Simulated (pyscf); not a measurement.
Thermochemistry of product channels of H₃C–CH₂–O–SiH₃ on the singlet surface, in kcal/mol, from CCSD(T)/def2-TZVPP + ΔMP2(QZVPP) energies (ideal gas, 1 atm, RRHO with modes under 100 cm⁻¹ raised to 100, one conformer, R ln 2 for chiral ones without a mode under 150 cm⁻¹). Optimised with ωB97X-D3(BJ)/def2-SVP in PySCF. Correlated levels are frozen-core, on RHF or UHF. ΔMP2 is the change of the MP2 total energy from the triple- to the quadruple-zeta basis.

| products | ΔE | ΔH(298 K) | ΔG(298 K) | ΔG(600 K) |
|---|---|---|---|---|
| H₃C–O–SiH₂–CH₃ | -8.9 | -8.5 | -9.3 | -10.3 |
| H₃C–CH₂–SiH₂–OH | -18.9 | -18.4 | -18.8 | … |

Problem. Fill in the missing entries.

Solution. 
- H₃C–CH₂–SiH₂–OH, ΔG(600 K): -19.5

These are energies of the channels, which say nothing of barriers. The CCSD(T) − MP2 part came from Ansatz, without density fitting, on the same reference.
